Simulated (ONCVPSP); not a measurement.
**Before and after: ONCV potential for molybdenum (Mo)**

Mo, optimised norm-conserving Vanderbilt (ONCV), made with ONCVPSP 4.0.1 (PBE, fully relativistic). Core [Kr], reference 4d5 5s0.5 5p0.5. Waves: 5s: rc 3.20 bohr, ncon 4, nbas 8, qcut 2.1 1/bohr, 2 projectors, debl 1.7 Ha; 5p: rc 3.15 bohr, ncon 3, nbas 6, qcut 2.3 1/bohr, 2 projectors, debl 2.2 Ha; 4d: rc 1.65 bohr, ncon 4, nbas 7, qcut 6 1/bohr, 2 projectors, debl 3.9 Ha. Local part: polynomial inside 1.25 bohr (lpopt 3, dvloc0 1 Ha). Core correction: none.

Open shells are filled in proportion to 2j + 1.

All-electron outer shells of the reference configuration (PBE, scalar-relativistic, ld1.x):

| shell | level (eV) | outermost node (bohr) | outermost maximum (bohr) |
| --- | --- | --- | --- |
| 4s | -65.05 | 0.51 | 0.99 |
| 4p | -39.20 | 0.52 | 1.08 |
| 5s | -4.56 | 1.34 | 2.93 |
| 4d | -4.42 | 0.53 | 1.38 |
| 5p | -1.42 | 1.54 | 4.05 |

Change: s: rc 2.46.

Cutoffs: the cutoffs (Ha) at which the residual kinetic energy of the hardest occupied pseudo-wave falls to 1 and 0.1 mHa per electron; they do not see the model core or the augmentation charge, which bear on the density cutoff. Errors are all-electron minus pseudo energies relative to the spin-unpolarised reference configuration.

Task: How do hardness, ghosts and transferability respond?

Result: The potential gets neither clearly harder nor softer (18 Ha and 52 Ha → 18 Ha and 52 Ha); both files keep a bound ghost (s); of the 4 tests that both files solve, the error grows in 3 and shrinks in 0 by more than 15 % and 0.3 meV (median size 13.0 → 25.1 meV). That the errors move this way runs against the usual rule that smaller radii transfer better.

```csv
quantity,base,changed
"cutoff, loose",18 Ha,18 Ha
"cutoff, tight",52 Ha,52 Ha
loose cutoff by channel,"s 2.6 Ha, p 1.3 Ha, d 18 Ha","s 2.9 Ha, p 1.3 Ha, d 18 Ha"
bound ghosts,s,s
GHOST(+) flags under 300 eV,"p3/2 at 31.0 eV, p1/2 at 33.2 eV","p3/2 at 31.0 eV, p1/2 at 33.2 eV"
"error for 4d5 5s1 5p0, meV [ΔE -1.54 eV]",+0.9,+1.3
"error for 4d5 5s0 5p0, meV [ΔE 5.35 eV]",+13,+12
"error for 4d4 5s0 5p0, meV [ΔE 20.81 eV]",+55,+66
"error for 4d4 5s2 5p0, meV [ΔE -1.35 eV]",-13,-38
p3/2: phases at 3.20 bohr within 0.05 rad from the reference energy up to (Ha; the scan ends near 5),0.9,0.9
p1/2: phases at 3.20 bohr within 0.05 rad from the reference energy up to (Ha; the scan ends near 5),1.0,1.0
d5/2: phases at 1.68 bohr within 0.05 rad from the reference energy up to (Ha; the scan ends near 5),to the end of the scan,to the end of the scan
d3/2: phases at 1.68 bohr within 0.05 rad from the reference energy up to (Ha; the scan ends near 5),to the end of the scan,to the end of the scan
```

 A true bound ghost makes a file unfit for plane-wave use even where its test errors are small: the radial tests pick states by their node count and pass the ghost by.
